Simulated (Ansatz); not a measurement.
Ansatz (a first-principles code) input (MP2/3-21G): The .json file is the Basis Set Exchange's 3-21G.

Ansatz 0.2 input:
```yaml
crystal:
  periodic: [false, false, false]
  atoms:
    - {symbol: C, position_ang: [2.55642617, 0.04130018, -0.64730132]}
    - {symbol: C, position_ang: [1.13546193, 0.45725321, -0.76755704]}
    - {symbol: C, position_ang: [0.05668055, -0.18055245, 0.04378963]}
    - {symbol: C, position_ang: [0.17053696, 0.22017918, 1.52980535]}
    - {symbol: C, position_ang: [-1.33051595, 0.13869590, -0.53193345]}
    - {symbol: C, position_ang: [-2.48436442, -0.60721000, 0.13243711]}
    - {symbol: H, position_ang: [3.04991275, 0.48602525, 0.23097054]}
    - {symbol: H, position_ang: [3.14233795, 0.34297366, -1.51773699]}
    - {symbol: H, position_ang: [2.64716327, -1.04357288, -0.53321122]}
    - {symbol: H, position_ang: [0.90558156, 1.37961327, -1.29036282]}
    - {symbol: H, position_ang: [0.19873043, -1.27042574, -0.00229357]}
    - {symbol: H, position_ang: [1.16658813, 0.00200929, 1.91710144]}
    - {symbol: H, position_ang: [-0.54972898, -0.32020995, 2.14605454]}
    - {symbol: H, position_ang: [-0.01105129, 1.29104900, 1.65046120]}
    - {symbol: H, position_ang: [-1.31837314, -0.09614802, -1.59988878]}
    - {symbol: H, position_ang: [-1.49899303, 1.21880560, -0.45821248]}
    - {symbol: H, position_ang: [-2.32405443, -1.68791178, 0.09745324]}
    - {symbol: H, position_ang: [-2.60589302, -0.32394877, 1.17893700]}
    - {symbol: H, position_ang: [-3.42757156, -0.39625512, -0.37471389]}
basis:
  gaussian:
    orbitals: 3-21G.json
magnetization: {spin_polarized: true, initial_magnetization: 1}
correlation: {method: mp2, electrons: outside_noble_gas}
```

Output:

```
Functional definition: HF
integrals: 0.06 GiB planned
1033 factors; integrals over basis functions are off by at most 1.0e-3 eV
mean field: 0.41 GiB planned
mean field evaluation 1: about -6348.9887 eV, gradient 2.1e1 eV
mean field evaluation 2: about -6349.6140 eV, gradient 2.1e1 eV
mean field evaluation 4: about -6352.2197 eV, gradient 2.2e0 eV
mean field evaluation 8: about -6352.2637 eV, gradient 1.4e-1 eV
mean field -6352.26402341 eV, -233.4413971412 hartree, gradient 8.4e-6 eV, S^2 0.764828; 0 other end points of the search recorded, 0 dependent functions left out
6 core orbitals not correlated
reference -6352.26402341 eV, -233.4413971412 hartree; 19, 18 occupied and 55, 56 virtual orbitals, 1033 factors
second order -14.45435214 eV of doubles, -0.00000000 eV of singles
Total energy: -6366.71837555 eV, -233.9725847849 hartree
```

The geometry given is a B3LYP-D3(BJ)/def2-TZVP minimum.
